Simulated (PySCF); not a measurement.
Be2O, SMILES [Be][O][Be] (connectivity only; charge and spin as stated), neutral, multiplicity 1. Atoms are numbered in the order given.

```xyz
3

Be     0.0000     0.0000    -1.4049
O      0.0000     0.0000     0.0000
Be     0.0000     0.0000     1.4049
```
Charge 0, spin multiplicity 1.

The structure is a stationary point at B3LYP-D3(BJ)/def2-TZVPD. A frequency run showed that this geometry is not a minimum.

All values below come from PBE/def2-TZVPD in PySCF.

The molecule is in vacuum.

```json
{
 "total_energy": "-104.59199 hartree",
 "point_group": "D∞h",
 "highest_occupied_level": "-4.53 eV",
 "lowest_empty_level": "-4.18 eV",
 "orbital_gap": "0.35 eV",
 "dipole_moment": "0.00 D",
 "quadrupole, principal values (traceless, Buckingham form, about the centre of nuclear charge)": "-0.83, 0.41, 0.41 D·Å",
 "mean_static_polarisability": "113.4 bohr³ (16.80 Å³)",
 "polarisability_principal_values": "65.8, 65.8, 208.6 bohr³"
}
```
